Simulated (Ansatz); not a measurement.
`C=[C]1[Zn][BH][Se]1`, charge 0, multiplicity 1.

Q: Give a relaxed structure at PBE0-D4/def2-TZVP (Ansatz 0.2.0). (Best estimate.)

A: Ansatz gave: 
Z-matrix (Å, degrees):
```
C
C 1 1.322
H 1 1.087 2 124.3
H 1 1.086 2 119.4 3 -180.0
Zn 2 2.000 1 153.2 3 180.0
Se 2 1.990 1 120.9 3 -0.0
B 5 2.082 2 91.3 1 180.0
H 7 1.188 5 151.6 2 -180.0
```
Point group Cs.
